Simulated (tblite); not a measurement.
1-benzothiophene 1,1-dioxide, C8H6O2S.
SMILES with atom numbers: `[O:1]=[S:2]1(=[O:3])[CH:4]=[CH:5][c:6]2[cH:7][cH:8][cH:9][cH:10][c:11]21` (hydrogens: H12 on C4; H13 on C5; H14 on C7; H15 on C8; H16 on C9; H17 on C10)

Computed with GFN2-xTB (tblite), gas phase: L-BFGS steps from a force-field or distance-geometry start until the largest atomic force falls under 0.01 eV/Å.

Step 9: E = -857.3351 eV
```
atom  x, y, z in Å  |  force x, y, z in eV/Å
O1     -2.3642   -1.1727    1.6074   -0.026   0.058  -0.025
S2     -1.9337   -0.9618    0.2526    0.000   0.012  -0.053
O3     -2.2764   -1.9705   -0.7135   -0.014   0.104   0.018
C4     -2.3816    0.6905   -0.3285   -0.027  -0.098   0.033
C5     -1.2873    1.4101   -0.5305    0.156  -0.005   0.004
C6     -0.0204    0.7297   -0.2531    0.042  -0.044   0.021
C7      1.2732    1.2300   -0.3754   -0.032  -0.025   0.010
C8      2.3481    0.4088   -0.0507   -0.051   0.014  -0.014
C9      2.1575   -0.8929    0.3895   -0.047   0.050  -0.016
C10     0.8668   -1.3976    0.5112    0.029  -0.041   0.010
C11    -0.1842   -0.5796    0.1881    0.035  -0.043   0.023
H12    -3.4062    0.9697   -0.4603   -0.011   0.051  -0.017
H13    -1.2777    2.4346   -0.8743    0.003  -0.020   0.000
H14     1.4490    2.2416   -0.7168   -0.057  -0.065   0.023
H15     3.3555    0.7878   -0.1422   -0.030   0.041  -0.013
H16     3.0065   -1.5136    0.6383   -0.044   0.049  -0.021
H17     0.6682   -2.4020    0.8481    0.075  -0.039   0.017
```

Step 10: E = -857.3370 eV
```
atom  x, y, z in Å  |  force x, y, z in eV/Å
O1     -2.3695   -1.1710    1.6094   -0.015   0.030  -0.070
S2     -1.9370   -0.9651    0.2540    0.015   0.083  -0.098
O3     -2.2815   -1.9701   -0.7167   -0.001   0.121   0.086
C4     -2.3812    0.6901   -0.3286    0.056  -0.053   0.027
C5     -1.2838    1.4090   -0.5297    0.041  -0.074   0.017
C6     -0.0190    0.7263   -0.2520   -0.003  -0.033   0.020
C7      1.2733    1.2286   -0.3748   -0.040  -0.012   0.006
C8      2.3491    0.4098   -0.0507   -0.064   0.035  -0.026
C9      2.1568   -0.8909    0.3885   -0.016   0.031  -0.003
C10     0.8683   -1.3990    0.5119   -0.005  -0.023   0.000
C11    -0.1848   -0.5828    0.1894    0.024  -0.054   0.025
H12    -3.4047    0.9748   -0.4619    0.004   0.037  -0.013
H13    -1.2748    2.4331   -0.8743    0.011  -0.022   0.003
H14     1.4471    2.2400   -0.7161   -0.059  -0.046   0.016
H15     3.3552    0.7912   -0.1434   -0.018   0.029  -0.008
H16     3.0062   -1.5084    0.6364   -0.002   0.003  -0.005
H17     0.6734   -2.4036    0.8487    0.072  -0.052   0.022
```

Q: Estimate the geometry and energy of step 11. (The exact step hangs on the optimiser's Hessian estimate; all steps are aligned on step 10, rigid shifts and turns removed.)

A: E = -857.3389 eV, largest force 0.149 eV/Å
```
atom  x, y, z in Å  |  force x, y, z in eV/Å
O1     -2.3749   -1.1687    1.6103    0.009   0.019  -0.146
S2     -1.9397   -0.9666    0.2536    0.027   0.147   0.003
O3     -2.2864   -1.9677   -0.7186   -0.011   0.069   0.065
C4     -2.3793    0.6894   -0.3284   -0.014  -0.025   0.015
C5     -1.2806    1.4062   -0.5285    0.014  -0.024  -0.005
C6     -0.0177    0.7223   -0.2505   -0.032  -0.039   0.024
C7      1.2728    1.2270   -0.3742   -0.072   0.008  -0.003
C8      2.3491    0.4116   -0.0513   -0.034   0.010  -0.017
C9      2.1559   -0.8885    0.3875    0.003   0.019   0.003
C10     0.8694   -1.4007    0.5126    0.012  -0.039   0.006
C11    -0.1848   -0.5871    0.1913   -0.020  -0.017   0.005
H12    -3.4030    0.9803   -0.4637    0.064   0.006  -0.001
H13    -1.2718    2.4312   -0.8742    0.020  -0.056   0.017
H14     1.4440    2.2377   -0.7152   -0.059  -0.006   0.002
H15     3.3543    0.7950   -0.1448   -0.015   0.017  -0.003
H16     3.0058   -1.5032    0.6345    0.041  -0.037   0.010
H17     0.6798   -2.4061    0.8497    0.068  -0.051   0.021
```

The energy changes by -0.0019 eV. The first-order estimate −F·Δx gives -0.0027 eV and the mean of the old and new forces, exact on a quadratic surface, -0.0019 eV. The step makes an angle of 61° with the force vector and moves no atom by more than 0.007 Å.

The cost below is that of the whole relaxation. Time: 0.19 s wall, 0.37 s CPU. Hardware: Intel Xeon Platinum 8488C, 2 threads, no GPU, on a shared host.
